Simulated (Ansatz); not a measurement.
Cartesian coordinates in Å:
```
Cl 2.4128 -0.4724 -0.8933
B 0.9047 -0.6258 0.1241
N 0.4254 0.7629 0.7266
B -1.0104 0.4320 0.1345
Cl -1.6918 1.7949 -0.8710
N -0.4164 -0.7464 -0.7487
H 0.9658 -1.4793 0.9624
H 0.8661 1.5651 0.2878
H 0.4870 0.8646 1.7305
H -1.7583 0.0254 0.9772
H -0.9046 -1.6307 -0.7085
H -0.2802 -0.4904 -1.7215
```

Total charge 0; spin multiplicity 1.

**Question.** List the ωB97M-V/def2-TZVPP orbital energies in eV (Ansatz 0.2.0). (Best estimate.)

**Answer.** Computed: Occupied: -2771.21, -2771.21, -395.96, -395.96, -261.63, -261.63, -199.10, -199.10, -198.98, -198.98, -198.97, -198.97, -189.10, -189.10, -29.61, -27.86, -25.30, -25.09, -19.58, -18.46, -17.38, -17.32, -14.75, -14.53, -14.30, -12.90, -12.29, -12.26, -11.22, -10.82, -10.69, -10.23. Lowest empty: 1.80, 2.07, 2.62, 3.21, 3.44, 3.81, 3.96, 4.54.
